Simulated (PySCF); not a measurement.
Compound: C7H11FSi.
SMILES: `C#CC[C@@H](C)[Si@H]1C[C@@H]1F`

Computed, not measured: PySCF, TDDFT B3LYP/def2-SVPD, vertical, gas phase, core orbitals frozen in the response. One conformer (not necessarily the lowest) at the PBE0-D3(BJ)/def2-SVP geometry, without solvent, vibrations or thermal averaging. Torsions of this conformer, `[CH:1]#[C:2][CH2:3][C@@H:4]([CH3:5])[Si@H:6]1[CH2:7][C@@H:8]1[F:9]`: C2–C3–C4–C5 177°, C3–C4–Si6–C7 94°.

Predict the UV-vis stick spectrum at this level.

| state | E (eV) | ν̃ (cm⁻¹) | f | main configurations (H = HOMO, L = LUMO) |
| --- | --- | --- | --- | --- |
| S1 | 5.91 | 47680 | 0.0070 | H→L (74%), H→L+2 (15%) |
| S2 | 6.05 | 48800 | 0.0064 | H→L+2 (72%), H→L (16%) |
| S3 | 6.14 | 49530 | 0.141 | H→L+1 (88%) |
| S4 | 6.39 | 51550 | 0.0093 | H→L+3 (84%) |
| S5 | 6.44 | 51910 | 0.0012 | H-2→L+3 (18%), H-2→L (17%), H→L+4 (15%) |
| S6 | 6.53 | 52690 | 0.0026 | H→L+4 (38%), H→L+5 (26%), H-2→L+3 (10%) |
| S7 | 6.58 | 53100 | 0.0087 | H→L+5 (35%), H-1→L (15%), H-2→L+3 (12%) |
| S8 | 6.63 | 53450 | 0.0016 | H-1→L+1 (25%), H-2→L+4 (12%), H-1→L+3 (12%) |
| S9 | 6.69 | 53940 | 0.0025 | H→L+4 (27%), H→L+5 (20%), H-1→L (9%) |
| S10 | 6.79 | 54780 | 0.0090 | H→L+6 (86%) |

Triplets (Tamm–Dancoff): T1 5.05 eV, H→L+1 (86%); T2 5.33 eV, H-2→L+4 (20%), H-1→L+3 (19%), H-3→L+3 (12%); T3 5.58 eV, H→L+2 (60%), H→L+5 (15%), H→L (12%); T4 5.79 eV, H-2→L+4 (26%), H-1→L+3 (12%), H-2→L (12%).

The lowest singlet comes at 210 nm (570 kJ/mol) in the ultraviolet; it is weak; its leading configuration is HOMO→LUMO (74%). The strongest level in the table is S3 at 6.14 eV (202 nm, f = 0.141). Löwdin shares by element: HOMO carbon 45% or more, silicon 26%, fluorine 12% (atoms not listed hold the other 17%); LUMO (one of a set within 0.03 eV) carbon 46% or more (atoms not listed hold the other 54%). Weighted by f, the mean energy of these states is 6.21 eV. Orbital energies (eV): HOMO-3 -8.01, HOMO-2 -7.72, HOMO-1 -7.53, HOMO -6.57, LUMO 0.12, LUMO+1 0.14, LUMO+2 0.47. The oscillator strengths of these states sum to 0.189; summed over the whole spectrum of an exact calculation they would give the number of electrons, 76 (Thomas–Reiche–Kuhn). All these states lie below the vertical ionisation energy of 8.67 eV (ΔSCF). Only the lowest 10 singlets were computed, as vertical energies without vibronic structure.
